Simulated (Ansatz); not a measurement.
Single points on (KH)4 ring (K4H4).

```yaml
crystal:
  periodic: [false, false, false]
  atoms:
    - {symbol: K, position_ang: [2.488951, -1.750362, -1.069877]}
    - {symbol: H, position_ang: [3.101874, -0.106353, 0.647169]}
    - {symbol: K, position_ang: [1.964340, 1.597948, 1.999007]}
    - {symbol: H, position_ang: [-0.367654, 2.345425, 2.149301]}
    - {symbol: K, position_ang: [-2.488919, 1.750487, 1.069742]}
    - {symbol: H, position_ang: [-3.101928, 0.106178, -0.646983]}
    - {symbol: K, position_ang: [-1.964358, -1.598014, -1.998933]}
    - {symbol: H, position_ang: [0.367683, -2.345308, -2.149425]}
basis:
  gaussian: {orbitals: def2-SVP, initial_orbitals: start.molden}
hamiltonian: {xc: pbe0, dispersion: d4}
scf: {omitted_lower_state_checks: [starts]}
output: {orbitals: {seedname: orbitals}}
```

The file start.molden holds the orbitals of an earlier run on this structure, at another level or in another basis.

```sh
$ ansatz run in.yaml --threads 4 --pin off --events-out ev --progress --plain --max-ram 3916MiB
```

Output, abridged:

```
Functional definition: PBE0
  name "PBE0"
  cite "Adamo & Barone, J. Chem. Phys. 110, 6158 (1999) doi:10.1063/1.478522"
  cite "Perdew, Burke & Ernzerhof, Phys. Rev. Lett. 77, 3865 (1996) doi:10.1103/PhysRevLett.77.3865"
  parent pbe
  parameter a = 0.25
  parameter kappa = 0.804
  parameter beta = 0.06672455060314922
  exchange = (1 - a)*pbe_x(kappa = kappa, mu = beta*pi^2/3) + a*exact_x
  correlation = pbe_c(beta = beta)
these checks for a lower state are left out or cut short: starts
1116 factors; integrals over basis functions are off by at most 5.4e-4 eV
mean field evaluation 1: about -65335.6997 eV, gradient 2.9e0 eV
mean field evaluation 2: about -65335.7385 eV, gradient 3.6e-2 eV
mean field evaluation 4: about -65335.8034 eV, gradient 3.0e-4 eV
mean field -65335.80335163 eV, -2401.0464869742 hartree, gradient 2.3e-5 eV, S^2 0.000000; 0 other end points of the search recorded, 0 dependent functions left out
reference -65335.80340907 eV, -2401.0464890852 hartree; 40, 40 occupied and 76, 76 virtual orbitals, 1116 factors
Total energy: -65336.00979045 eV, -2401.0540734609 hartree
Checks for a lower state left out: starts
```

Run time 2.2 s (4 threads of Arm Neoverse V2 on a shared host).

First input, but with `gaussian: {orbitals: def2-TZVP, initial_orbitals: start.molden}`, `hamiltonian: {xc: r2scan, dispersion: d4}` (abridged; 4.2 s):

```
Functional definition: r2SCAN
mean field -65359.04774889 eV, -2401.9007028181 hartree, gradient 6.6e-5 eV, S^2 0.000000
Total energy: -65359.11009681 eV, -2401.9029940617 hartree
Checks for a lower state left out: starts
```

Geometry: PBE-D4/def2-SVP.
